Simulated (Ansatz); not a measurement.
A CCSD(T) single point on C2H4AgNS (`CC#[N+][Ag-][SH]`).

```yaml
crystal:
  periodic: [false, false, false]
  atoms:
    - {symbol: C, position_ang: [-0.008605, -2.416584, 0.034619]}
    - {symbol: C, position_ang: [0.080212, -0.975763, 0.008994]}
    - {symbol: N, position_ang: [0.151752, 0.166745, -0.011370]}
    - {symbol: Ag, position_ang: [0.270714, 2.258203, -0.047999]}
    - {symbol: S, position_ang: [0.460130, 4.546460, -0.092308]}
    - {symbol: H, position_ang: [-0.580699, -2.735987, 0.907047]}
    - {symbol: H, position_ang: [0.993046, -2.846048, 0.086498]}
    - {symbol: H, position_ang: [-0.504552, -2.772553, -0.869689]}
    - {symbol: H, position_ang: [-0.862009, 4.775517, -0.015802]}
basis:
  gaussian: {orbitals: def2-SVP}
correlation: {method: ccsd_t}
```

```sh
$ ansatz run in.yaml --threads 4 --pin off --events-out ev --progress --plain --max-ram 10444MiB
```

Output of Ansatz, abridged:

```
Functional definition: HF
1131 factors; integrals over basis functions are off by at most 1.3e-3 eV
mean field evaluation 1: about -18388.8999 eV, gradient 3.7e1 eV
mean field evaluation 2: about -18389.1935 eV, gradient 3.7e1 eV
mean field evaluation 4: about -18393.0610 eV, gradient 4.7e0 eV
mean field evaluation 8: about -18393.1600 eV, gradient 4.6e-1 eV
mean field -18393.16147646 eV, -675.9362169273 hartree, gradient 9.1e-6 eV, S^2 0.000000; 0 other end points of the search recorded, 0 dependent functions left out
8 core orbitals not correlated: weight in the atoms' cores, before any rotation towards them, 1.000 or more for the frozen orbitals, at most 0.000 for the correlated occupied ones
reference -18393.16147646 eV, -675.9362169273 hartree; 21, 21 occupied and 82, 82 virtual orbitals, 1131 factors
second order -24.85536341 eV of doubles, -0.00000000 eV of singles
cycle   1  -24.44245161 eV  change    4.1e-1 eV  update   1.5e-1
cycle   2  -25.14872122 eV  change   -7.1e-1 eV  update   4.8e-2
cycle   3  -25.34063300 eV  change   -1.9e-1 eV  update   2.9e-2
cycle   4  -25.34289854 eV  change   -2.3e-3 eV  update   1.0e-2
cycle   5  -25.33429688 eV  change    8.6e-3 eV  update   4.8e-3
cycle   6  -25.33677136 eV  change   -2.5e-3 eV  update   1.7e-3
cycle   7  -25.33691692 eV  change   -1.5e-4 eV  update   6.3e-4
cycle   8  -25.33638914 eV  change    5.3e-4 eV  update   2.9e-4
cycle   9  -25.33627802 eV  change    1.1e-4 eV  update   1.1e-4
cycle  10  -25.33637799 eV  change   -1.0e-4 eV  update   4.4e-5
cycle  11  -25.33629845 eV  change    8.0e-5 eV  update   2.0e-5
cycle  12  -25.33629575 eV  change    2.7e-6 eV  update   8.1e-6
perturbative correction -0.87982953 eV, -0.0323331388 hartree
Total energy: -18419.37760174 eV, -676.8996417615 hartree
```

It took 11 s on 4 threads of an Arm Neoverse V2 on a shared host, with 0.67 GiB of host memory at the peak.

Correlation energy per correlated electron: -0.624 eV. T1 diagnostic: 0.0169.
